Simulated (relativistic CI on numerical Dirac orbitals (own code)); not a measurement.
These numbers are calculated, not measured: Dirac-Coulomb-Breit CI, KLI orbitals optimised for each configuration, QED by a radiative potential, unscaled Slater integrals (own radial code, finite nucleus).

Configuration list (outside the closed core [Ar] 3d10): 4s2.4p6, 4s2.4p5.4d, 4s.4p6.4d, 4s2.4p5.4f, 4s.4p6.4f, 4s2.4p5.5s, 4s2.4p5.5p, 4p6.4d.4f, 4s.4p6.5s, 4s2.4p5.5d, 4s.4p6.5p, 4s2.4p5.5f, 4s2.4p5.5g, 4s.4p6.5d, 4s2.4p5.6s, 4s2.4p5.6p, 4p6.4f.5s, 4s.4p6.5f, 4s2.4p5.6d, 4s.4p6.5g, 4s2.4p5.6f, 4p6.4d2, 4p5.4d3, 4p5.4d2.4f, 4p5.4d2.5s, 4p5.4d2.5p, 4p6.4f2, 4p5.4d.4f2, 4p5.4f3, 4p5.4f2.5s, 4p5.4f2.5p, 4p6.4d.5s, 4p5.4d.4f.5s, 4p5.4d.5s2, 4p5.4d.5s.5p. Double excitations out of closed p, d and f shells are left out; levels of such configurations are missing from the list, as are those of other unlisted configurations, and high levels can miss mixing partners. These lack a partner that the ground configuration has and come out too high: 4s2.4p5.5d, 4s2.4p5.5f, 4s2.4p5.5g, 4s2.4p5.6s, 4s2.4p5.6p.

At this charge energies of transitions that change n are usually good to better than 1 %, and those within a shell (Δn = 0) to a few per cent.

Outline of the computed level scheme of Pm XXVI. Lowest level of each configuration: 4s2.4p6 1S_0 at 0.000 eV; 4s2.4p5.4d 3P°_0 at 103.421 eV; 4s.4p6.4d 3D_1 at 212.831 eV; 4s2.4p5.4f 3G_5 at 247.733 eV; 4s2.4p5.5s 3P°_2 at 356.283 eV; 4s.4p6.4f 3F°_2 at 357.371 eV; 4s2.4p5.5p 3S_1 at 386.442 eV.

Some strong electric-dipole decays among the lowest 45 levels: 4s2.4p5.4d 1P°_1 → 4s2.4p6 1S_0 (1.5e+12 s⁻¹); 4s2.4p5.5s 1P°_1 → 4s2.4p6 1S_0 (8.8e+11 s⁻¹); 4s2.4p5.5p 3D_2 → 4s2.4p5.4d 3F°_3 (5.1e+11 s⁻¹); 4s2.4p5.5p 3D_3 → 4s2.4p5.4d 3F°_4 (4.9e+11 s⁻¹); 4s2.4p5.5s 3P°_1 → 4s2.4p6 1S_0 (4.2e+11 s⁻¹); 4s2.4p5.4f 3D_3 → 4s2.4p5.4d 3D°_2 (3.5e+11 s⁻¹); 4s2.4p5.4f 3G_3 → 4s2.4p5.4d 3F°_2 (3.1e+11 s⁻¹); 4s2.4p5.5p 3S_1 → 4s2.4p5.4d 3P°_1 (3.0e+11 s⁻¹).

LS names give the leading component of a level, which can be under half, so a name can repeat, a term be missing and a line seem to break the LS rules.
